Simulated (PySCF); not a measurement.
**Ionisation energy of Cr²⁺ by level of theory**

Cr²⁺ [Ar] 3d4 (5D) → Cr³⁺ [Ar] 3d3 (4F), as a difference of total energies. Calculation: PySCF 2.14, in dyall-av2z (16s12p7d2f, 101 functions); the non-relativistic Hamiltonian (point nucleus). Correlated levels: valence: [Ar] frozen; virtual orbitals above 40 to 60 times the deepest correlated orbital energy dropped. The calculations carry no spin-orbit coupling.

```
           method  ionisation energy (eV)
              UHF                  29.893
              LDA                  32.097
              PBE                  31.672
             PBE0                  31.479
           r2SCAN                  31.255
           B2PLYP                  31.017
        CAM-B3LYP                  31.485
            M06-L                  31.038
            B97-3                  31.205
    MP2 (valence)                  30.471
SCS-MP2 (valence)                  30.086
```

Task: How much does correlation contribute at MP2 (valence)?

Result: 30.471 − (29.893) = 0.578 eV, measured against UHF.

A first-order spin-orbit estimate (lowest level to lowest level, LS coupling) adds -0.024 eV.

These non-relativistic numbers lack the scalar-relativistic shift.

Errors of the correlated levels include the incompleteness of this basis and the frozen core.

For comparison: 30.959 ± 0.025 eV (measured; NIST Atomic Spectra Database, ionization energies).
